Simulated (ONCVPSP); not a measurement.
Before and after: ONCV potential for Tl (Z = 81)

* Element: thallium (Tl)
* Generator: ONCVPSP 4.0.1
* Type: optimised norm-conserving Vanderbilt (ONCV)
* Functional: LDA (Perdew-Zunger)
* Relativity: scalar-relativistic
* Frozen core: [Xe] 4f14 5d10
* Valence charge: 3
* Reference configuration: 6s2 6p1
* Partial waves: 6s: rc 2.20 bohr, ncon 4, nbas 9, qcut 3 1/bohr, 1 projector; 6p: rc 2.90 bohr, ncon 3, nbas 7, qcut 2.7 1/bohr, 2 projectors, debl 0.5 Ha; d scattering state at 0.34 Ha: rc 2.95 bohr, ncon 4, nbas 8, qcut 3.8 1/bohr, 1 projector
* Local potential: polynomial inside 1.45 bohr (lpopt 4, dvloc0 1 Ha)
* Core correction: Teter function, fcfact 2.75, rcfact 1.05

Change: local potential polynomial inside 1.45 bohr (lpopt 4, dvloc0 7.5 Ha).

Cutoffs: the cutoffs (Ha) at which the residual kinetic energy of the hardest occupied pseudo-wave falls to 1 and 0.1 mHa per electron; they do not see the model core or the augmentation charge, which bear on the density cutoff. Errors are all-electron minus pseudo energies relative to the spin-unpolarised reference configuration.

Task: How do hardness, ghosts and transferability respond?

Result: The potential gets neither clearly harder nor softer (9.1 Ha and 43 Ha → 9.1 Ha and 43 Ha); the bound ghost in s disappears; the lowest positive-energy flag moves from d at 17.8 eV to none; of the 4 tests that both files solve, the error grows in 0 and shrinks in 1 by more than 15 % and 0.3 meV (median size 16.8 → 9.6 meV); the range in which the s phases agree narrows (upper end 2.2 → 0.9). In the separable form a ghost depends on how the local part lies against the semilocal potential of the channel, so the choice of the local part can create or remove one.

```csv
quantity,base,changed
"cutoff, loose",9.1 Ha,9.1 Ha
"cutoff, tight",43 Ha,43 Ha
bound ghosts,s,none
GHOST(+) flags under 300 eV,"d at 17.8 eV, p at 44.9 eV",none
"error for 6s2 6p0, meV [ΔE 5.41 eV]",+15,+17
"error for 6s1 6p0, meV [ΔE 26.61 eV]",-19,+1.1
"error for 6s2 6p0.5, meV [ΔE 1.97 eV]",+2.3,+2.6
"error for 6s0 6p3, meV [ΔE 15.40 eV]",+37,+36
s: phases at 2.24 bohr within 0.05 rad from the reference energy up to (Ha; the scan ends near 5),2.2,0.9
p: phases at 2.95 bohr within 0.05 rad from the reference energy up to (Ha; the scan ends near 5),1.4,1.7
d: phases at 3.00 bohr within 0.05 rad from the reference energy up to (Ha; the scan ends near 5),0.4,0.5
"rms error of d²Exc/dni dnj with the model core, mHa",9.89,9.89
```

 A true bound ghost makes a file unfit for plane-wave use even where its test errors are small: the radial tests pick states by their node count and pass the ghost by.
